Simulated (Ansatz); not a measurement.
Geometry optimisation, Ansatz, UHF/6-31G.

Input:

```yaml
crystal:
  periodic: [false, false, false]
  atoms:
    - { symbol: "N", position_ang: [-0.21058, 1.21376, 0.16779] }
    - { symbol: B, position_ang: [0.56361, 0.1553, -0.23105] }
    - { symbol: C, position_ang: [-0.11986, -1.27898, -0.03083] }
    - { symbol: O, position_ang: [-1.25177, -1.43567, 0.37764] }
    - { symbol: H, position_ang: [0.04059, 2.18746, 0.12421] }
    - { symbol: H, position_ang: [-1.13285, 1.05084, 0.54671] }
    - { symbol: H, position_ang: [1.63431, 0.29472, -0.67712] }
    - { symbol: H, position_ang: [0.47654, -2.18744, -0.27735] }
magnetization:
  spin_polarized: true
basis:
  gaussian: { orbitals: "6-31G" }
hamiltonian:
  xc: hf
relax:
  f_tol: 0.02
  max_steps: 50
```

Launched with:

```bash
$ ansatz run input.yaml --threads 1 --pin off --max-ram 2048MiB --backend cpu --events-out ev --progress --plain --runs-dir out
```

Task: Where does it end, and by what steps?

Result: The forces met the threshold. Limits of this set-up: no polarisation functions. After 5 steps the energy has fallen by 0.072 eV; H6 moved furthest, 0.05 Å.

```json
{"step": "0", "energy less start (eV)": "0.0000", "largest force component (eV/Å)": "2.043", "accepted": "yes"}
{"step": "1", "energy less start (eV)": "-0.0560", "largest force component (eV/Å)": "1.032", "accepted": "yes"}
{"step": "2", "energy less start (eV)": "-0.0687", "largest force component (eV/Å)": "0.184", "accepted": "yes"}
{"step": "3", "energy less start (eV)": "-0.0696", "largest force component (eV/Å)": "0.153", "accepted": "yes"}
{"step": "4", "energy less start (eV)": "-0.0697", "largest force component (eV/Å)": "0.130", "accepted": "yes"}
{"step": "5", "energy less start (eV)": "-0.0717", "largest force component (eV/Å)": "0.020", "accepted": "yes"}
```

```xyz
8
Properties=species:S:1:pos:R:3
N -0.234 1.230 0.171
B 0.544 0.150 -0.214
C -0.088 -1.303 -0.043
O -1.239 -1.454 0.412
H 0.065 2.175 0.107
H -1.151 1.100 0.538
H 1.637 0.296 -0.652
H 0.467 -2.194 -0.319
```

Whether the end is a true minimum wasn't checked by a vibrational analysis.

Time of the run: 9.4 s on 1 thread of Arm Neoverse V1 (shared host), peak memory 0.13 GiB.
